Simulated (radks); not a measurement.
Question: Mg3+, 9 electrons, occupied as [He] 2s2 2p4 3p1 (not the ground configuration). Calculated with a radial shooting solver on a logarithmic mesh with Libxc functionals: Dirac Kohn-Sham, LDA (Slater exchange, Perdew-Wang correlation), spin-unpolarised, spherical densities, point nucleus; open shells are shared between the two j in proportion to 2j + 1. Some entries of the table are withheld. Estimate them.

| orbital | occ. | eigenvalue (Ry) | <r> (bohr) | <r^2> (bohr^2) |
|---|---|---|---|---|
| 1s1/2 | 2 | -98.28379 | 0.1310 | 0.02311 |
| 2s1/2 | 2 | -10.71484 | (1) | (2) |
| 2p1/2 | 1.33333 | (3) | 0.6095 | 0.4640 |
| 2p3/2 | 2.66667 | (4) | 0.6111 | 0.4664 |
| 3s1/2 | 0 | -2.70931 | 2.002 | 4.566 |
| 3p1/2 | 0.333333 | (5) | 2.159 | 5.362 |
| 3p3/2 | 0.666667 | (6) | 2.162 | 5.377 |
| 3d3/2 | 0 | (7) | 2.387 | (8) |
| 3d5/2 | 0 | (9) | 2.387 | (10) |

Answer: 
(1) 2s1/2 <r> (bohr): 0.6542
(2) 2s1/2 <r^2> (bohr^2): 0.5090
(3) 2p1/2 eigenvalue (Ry): -8.43315
(4) 2p3/2 eigenvalue (Ry): -8.40703
(5) 3p1/2 eigenvalue (Ry): -2.20523
(6) 3p3/2 eigenvalue (Ry): -2.20196
(7) 3d3/2 eigenvalue (Ry): -1.54444
(8) 3d3/2 <r^2> (bohr^2): 6.636
(9) 3d5/2 eigenvalue (Ry): -1.54423
(10) 3d5/2 <r^2> (bohr^2): 6.638
